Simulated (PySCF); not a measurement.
C8H9, charge +1, multiplicity 1.

```xyz
17

C      3.0119    -0.1802     0.3513
C      1.5316    -0.0939     0.2022
C      0.7992    -0.2007    -1.0412
C     -0.5773    -0.1049    -1.1867
C     -1.4282     0.1088    -0.0909
C     -2.9174     0.1821    -0.1951
C     -0.8105     0.2291     1.1937
C      0.5005     0.0932     1.0118
H      3.4749    -0.3557    -0.6266
H      3.2769    -1.0063     1.0269
H      3.4061     0.7564     0.7716
H      1.4542    -0.3637    -1.9066
H     -1.0036    -0.1977    -2.1871
H     -3.3357     0.9460     0.4742
H     -3.3655    -0.7880     0.0748
H     -3.2136     0.4179    -1.2261
H     -1.3531     0.3906     2.1276
```
Charge +1, spin multiplicity 1.

The structure is a stationary point at PBE0-D3(BJ)/def2-SVP. The multiplicity is an assumed one; other spin states were not compared. The isomer is the one that the SMILES or the coordinates give; other isomers of the formula were not compared.

These are PySCF with HF/pcSseg-1 values and carry that method's errors. Non-relativistic, no solvent.

Computed absolute GIAO shielding of each atom: isotropic value and principal components (ppm):
```csv
atom,σ(iso),σ11,σ22,σ33,span
C1,178.9,169.8,172.7,194.2,24.4
C2,85.7,26.8,101.2,129.2,102.5
C3,45.7,-45.2,39.7,142.6,187.8
C4,53.9,-60.6,47.6,174.6,235.2
C5,22.6,-50.3,-18.5,136.5,186.8
C6,168.5,153.8,159.0,192.5,38.7
C7,91.1,58.2,72.1,142.9,84.6
C8,-158.3,-240.2,-203.4,-31.4,208.9
H9,28.9,23.2,27.4,36.2,13.0
H10,28.0,23.1,25.6,35.4,12.3
H11,28.1,23.1,25.7,35.4,12.2
H12,23.7,18.9,25.1,27.0,8.2
H13,23.7,19.4,24.2,27.5,8.1
H14,28.8,23.5,27.6,35.2,11.7
H15,28.4,24.5,25.7,35.0,10.5
H16,28.6,23.2,27.5,35.2,12.0
H17,23.0,19.6,23.3,26.0,6.3
```
